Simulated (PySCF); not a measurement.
PySCF input file for B(I)(OH)2 (BH2IO2), SMILES OB(O)I, PBE-D3(BJ)/def2-SVP. Geometry: PBE-D3(BJ)/def2-SVP. The def2 effective core potentials stand for the cores of I; spin–orbit coupling is left out. The values are those of a single conformer.

```python
import numpy as np
from pyscf import gto, scf, dft, df
from pyscf.hessian import thermo

mol = gto.M(
    atom='''
    B    -0.00526924   -1.35613727   -0.00000000
    I    -0.00858891    0.82019090   -0.00000000
    O    -1.20989607   -1.97617119    0.00000000
    H    -1.10348540   -2.94748242    0.00000000
    O     1.16428582   -2.05638610   -0.00000000
    H     1.94992585   -1.48149050    0.00000001
    ''',
    basis='def2-SVP',
    ecp={'I': 'def2-svp'},
    charge=0,
    spin=0,
    max_memory=1600,
    verbose=3,
)
mf = dft.RKS(mol, xc='pbe').density_fit(auxbasis='def2-universal-jkfit')
mf.disp = 'd3bj'
mf.grids.level = 3
mf.conv_tol = 1e-11
mf.max_cycle = 100
mf.kernel()

# analytic Hessian; the response equations are solved on a coarser grid
h, args, fine = mf.Hessian(), (mf.mo_energy, mf.mo_coeff, mf.mo_occ), mf.grids
h.max_memory = max(150, 2.5e-5 * df.make_auxmol(mol, mf.with_df.auxbasis).nao * mol.nelec[0] * (mol.nelec[0] + mol.nao))  # MB; small integral blocks
h1ao = h.make_h1(mf.mo_coeff, mf.mo_occ)
mf.grids = dft.Grids(mol).set(level=1).build(with_non0tab=True)
mo1, mo_e1 = h.solve_mo1(*args, h1ao)
mf.grids = fine
hess = h.hess_elec(*args, mo1, mo_e1, h1ao) + h.hess_nuc()
if mf.do_disp():
    hess += h.get_dispersion()
for i in range(mol.natm):  # the analytic DFT Hessian lacks the response of the grid: restore translational invariance
    hess[i, i] -= hess[i].sum(axis=0)
hess = (hess + hess.transpose(1, 0, 3, 2)) / 2
vib = thermo.harmonic_analysis(mol, hess, imaginary_freq=False)
thermo.dump_normal_mode(mol, vib)
th = thermo.thermo(mf, vib['freq_au'][vib['freq_au'] > 0], 298.15, 101325)
thermo.dump_thermo(mol, th)
g0 = mf.nuc_grad_method().set(verbose=0).kernel()

# dipole derivatives [dipole axis, atom, xyz] from the same response
r, irp = mol.intor('int1e_r'), mol.intor('int1e_irp').reshape(3, 3, mol.nao, mol.nao)
sl, dm0, ok = mol.aoslice_by_atom(), np.array(mf.make_rdm1()), []
dmu = np.einsum('a,xt->xat', mol.atom_charges(), np.eye(3))
for a, (_, _, p0, p1) in enumerate(sl):
    dmu[:, a] += 2 * np.einsum('xtij,ij->xt', irp[:, :, :, p0:p1], dm0.reshape(-1, mol.nao, mol.nao).sum(0)[:, p0:p1])
    for u, c, occ, f in [(mo1, mf.mo_coeff, mf.mo_occ, 4)]:
        dmu[:, a] -= f * np.einsum('tui,xuv,vi->xt', u[a], r, c[:, occ > 0], optimize=True)
L = vib['norm_mode']
ir = 974.8801 * (np.einsum('xat,kat->kx', dmu, L) ** 2).sum(1)       # km/mol
apt = np.einsum('xax->a', dmu) / 3

# polarisability derivatives from nuclear gradients in small electric fields
h0, F = mf.get_hcore(), 0.005
def in_field(f, guess):
    m = mf.copy()
    m.verbose, m.conv_tol, m.conv_tol_grad = 0, 1e-11, 2e-7
    m.get_hcore = lambda *a: h0 + np.einsum('x,xij->ij', f, r)
    m.kernel(guess)
    ok.append(m.converged)
    dm = np.array(m.make_rdm1())
    g = m.nuc_grad_method().kernel() - np.outer(mol.atom_charges(), f)
    for a, (_, _, p0, p1) in enumerate(sl):
        g[a] -= 2 * np.einsum('x,xtij,ij->t', f, irp[:, :, :, p0:p1], dm[:, p0:p1])
    return g, -np.einsum('xij,ij->x', r, dm), dm
E = np.eye(3) * F
g0, _, dm0 = in_field(np.zeros(3), dm0)
gp = [in_field(e, dm0) for e in E]
gm = [in_field(-e, 2 * dm0 - p[2]) for e, p in zip(E, gp)]
alpha = np.array([(p[1] - q[1]) / (2 * F) for p, q in zip(gp, gm)])  # bohr^3
check = abs(np.array([-(p[0] - q[0]) / (2 * F) for p, q in zip(gp, gm)]) - dmu).max()
print('static polarisability / bohr^3:', alpha.round(3))
print('largest difference of analytic and finite-field dipole derivatives / e:', check)
da = np.zeros((3, 3, mol.natm, 3))
for x in range(3):
    da[x, x] = -(gp[x][0] + gm[x][0] - 2 * g0) / F**2
for x, y in ((0, 1), (0, 2), (1, 2)):
    up, down = in_field(E[x] + E[y], gp[x][2] + gp[y][2] - dm0), in_field(-E[x] - E[y], gm[x][2] + gm[y][2] - dm0)
    both = -(up[0] + down[0] - 2 * g0) / F**2
    da[x, y] = da[y, x] = (both - da[x, x] - da[y, y]) / 2
aq = np.einsum('xyat,kat->kxy', da, L) * 0.529177210903**2           # A^2/amu^1/2
a = np.einsum('kxx->k', aq) / 3
g2 = 1.5 * (aq**2).sum((1, 2)) - 4.5 * a**2
raman, depol = 45 * a**2 + 7 * g2, 3 * g2 / (45 * a**2 + 4 * g2 + 1e-12)
print('mode   freq/cm-1   IR/(km/mol)   Raman/(A^4/amu)   depolarisation')
for k, w in enumerate(vib['freq_wavenumber']):
    print(f'{k + 1:4d} {w:11.2f} {ir[k]:13.3f} {raman[k]:17.3f} {depol[k]:16.3f}')
print('max |gradient| / (hartree/bohr):', abs(g0).max())
print('APT charges:', apt.round(4))
```

Output:

```
converged SCF energy = -474.00097844069

WARN: DFTD3 does not support analytical Hessian, using finite difference


WARN: Mole.unit (angstrom) is changed to Bohr

Mode                                 0                   1                   2
Irrep
Freq [cm^-1]                      253.5886            292.1089            442.6331
Reduced mass [au]                   6.0860              7.9974              1.4124
Force const [Dyne/A]                0.2306              0.4021              0.1630
Char temp [K]                     364.8575            420.2797            636.8505
Normal mode                   x     y     z       x     y     z       x     y     z
       0   B                -0.11 -0.01 -0.00    0.00  0.06 -0.00    0.00 -0.00  0.17
       1   I                 0.02  0.00  0.00    0.00 -0.04  0.00   -0.00  0.00 -0.00
       2   O                -0.04 -0.15 -0.00   -0.03  0.14  0.00   -0.00 -0.00  0.00
       3   H                 0.08 -0.13 -0.00   -0.13  0.13 -0.00   -0.00 -0.00 -0.75
       4   O                -0.03  0.14  0.00    0.04  0.13  0.00   -0.00 -0.00 -0.01
       5   H                -0.12  0.26 -0.00   -0.02  0.21 -0.00    0.00  0.00 -0.34
Mode                                 3                   4                   5
Irrep
Freq [cm^-1]                      492.5977            526.4693            581.0210
Reduced mass [au]                   1.4742              3.4925              1.8714
Force const [Dyne/A]                0.2108              0.5703              0.3722
Char temp [K]                     708.7384            757.4721            835.9598
Normal mode                   x     y     z       x     y     z       x     y     z
       0   B                 0.00 -0.00 -0.13   -0.01  0.17  0.00   -0.00  0.00 -0.18
       1   I                -0.00  0.00  0.00    0.00 -0.01  0.00    0.00 -0.00  0.00
       2   O                -0.00  0.00  0.01    0.10 -0.00 -0.00    0.00 -0.00  0.10
       3   H                -0.00  0.00  0.02    0.43  0.03  0.00    0.00  0.00 -0.60
       4   O                 0.00 -0.00  0.10   -0.13  0.01  0.00   -0.00  0.00  0.03
       5   H                 0.00  0.00 -0.81    0.03 -0.21 -0.00   -0.00 -0.00  0.37
Mode                                 6                   7                   8
Irrep
Freq [cm^-1]                      963.1322            977.0776           1215.9319
Reduced mass [au]                   1.3972              1.4509              3.7015
Force const [Dyne/A]                0.7636              0.8161              3.2244
Char temp [K]                    1385.7328           1405.7972           1749.4553
Normal mode                   x     y     z       x     y     z       x     y     z
       0   B                 0.00  0.05 -0.00   -0.01  0.03  0.00   -0.02  0.22  0.00
       1   I                 0.00 -0.00  0.00   -0.00 -0.00 -0.00    0.00 -0.00  0.00
       2   O                -0.10 -0.03  0.00   -0.10  0.02 -0.00   -0.03 -0.06 -0.00
       3   H                 0.06 -0.02 -0.00    0.76  0.09 -0.00   -0.39 -0.08  0.00
       4   O                 0.06  0.05  0.00    0.07 -0.06 -0.00    0.07 -0.08 -0.00
       5   H                 0.53 -0.64 -0.00   -0.13  0.25  0.00   -0.10  0.18  0.00
Mode                                 9                  10                  11
Irrep
Freq [cm^-1]                     1463.0978           3701.2973           3752.7950
Reduced mass [au]                   8.8206              1.0645              1.0660
Force const [Dyne/A]               11.1249              8.5920              8.8451
Char temp [K]                    2105.0720           5325.3428           5399.4365
Normal mode                   x     y     z       x     y     z       x     y     z
       0   B                -0.26 -0.02 -0.00   -0.00  0.00  0.00   -0.00 -0.00 -0.00
       1   I                 0.00 -0.00  0.00    0.00 -0.00  0.00    0.00 -0.00  0.00
       2   O                 0.09  0.05  0.00   -0.00  0.06 -0.00    0.00  0.00 -0.00
       3   H                 0.02  0.05 -0.00    0.08 -0.96  0.00    0.00 -0.01 -0.00
       4   O                 0.07 -0.03  0.00   -0.00  0.00  0.00   -0.05 -0.03 -0.00
       5   H                 0.13 -0.11 -0.00   -0.01 -0.00 -0.00    0.80  0.55  0.00
temperature 298.1500 [K]
pressure 101325.00 [Pa]
Rotational constants [GHz] 10.07321 2.07188 1.71843
Symmetry number 1
Zero-point energy (ZPE) 0.03340 [Eh]   87696.743 [J/mol]
                           tot       elec      trans        rot        vib
Entropy [J/mol/K]       309.328      0.000    172.924    111.280     25.123
Cv [J/mol/K]             64.502      0.000     12.472     12.472     39.559
Cp [J/mol/K]             72.817      0.000     20.786     12.472     39.559
Internal energy [J/mol]                      3718.434   3718.434  92662.792
Internal energy [Eh]   -473.96285  -474.00098
Enthalpy [J/mol]                             6197.391   3718.434  92662.792
Enthalpy [Eh]          -473.96191
Gibbs free energy [J/mol]                  -45359.922 -29459.801  85172.232
Gibbs free energy [Eh] -473.99704
static polarisability / bohr^3: [[39.115  0.46   0.   ]
 [ 0.47  61.226 -0.   ]
 [-0.    -0.    28.   ]]
largest difference of analytic and finite-field dipole derivatives / e: 0.0014679414874096963
mode   freq/cm-1   IR/(km/mol)   Raman/(A^4/amu)   depolarisation
   1      253.59         2.352             1.571            0.742
   2      292.11         4.912             3.846            0.358
   3      442.63        95.757             0.327            0.750
   4      492.60        97.793             2.815            0.750
   5      526.47        83.016             8.385            0.108
   6      581.02        36.731             4.366            0.750
   7      963.13       150.789             1.213            0.330
   8      977.08       131.340             3.935            0.658
   9     1215.93       464.811             1.824            0.721
  10     1463.10       263.462             0.173            0.692
  11     3701.30        65.325           249.576            0.312
  12     3752.80        77.403            69.288            0.243
max |gradient| / (hartree/bohr): 7.993839687351045e-05
APT charges: [ 1.2403 -0.3215 -0.755   0.2978 -0.7881  0.3264]
```

The calculation finished and met its thresholds.
